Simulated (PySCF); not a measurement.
# Energy of Be²⁺ (beryllium, charge +2) between two integer charges

The 1s beta orbital of 1s2 is emptied in steps (occupation f), with all orbitals relaxed, ending at 1s1. Calculation: PySCF 2.14, in aug-cc-pVTZ-DK (5s4p3d2f, 46 functions); scalar relativity by spin-free X2C-1e. The exact energy is a straight line in f; departures are measured from the line between the end points of the same method.

| f | UHF (eV) |
| --- | --- |
| 1 | 0.000 |
| 0.75 | 0.181 |
| 0.5 | 0.228 |
| 0.25 | 0.162 |
| 0 | 0.000 |

| method | E(f=0) − E(f=1) (eV) | −ε at f=1 (eV) | −ε at f=0.5 (eV) |
| --- | --- | --- | --- |
| UHF | 153.21 | 154.24 | 153.16 |

Orbital energy along the path (eV):

| f | UHF |
| --- | --- |
| 1 | -154.24 |
| 0.75 | -153.65 |
| 0.5 | -153.16 |
| 0.25 | -152.75 |
| 0 | -152.39 |

Reference removal energy between the ground levels: 153.90 eV (theoretical estimate listed by NIST; NIST Atomic Spectra Database, ionization energies). UHF lacks correlation.
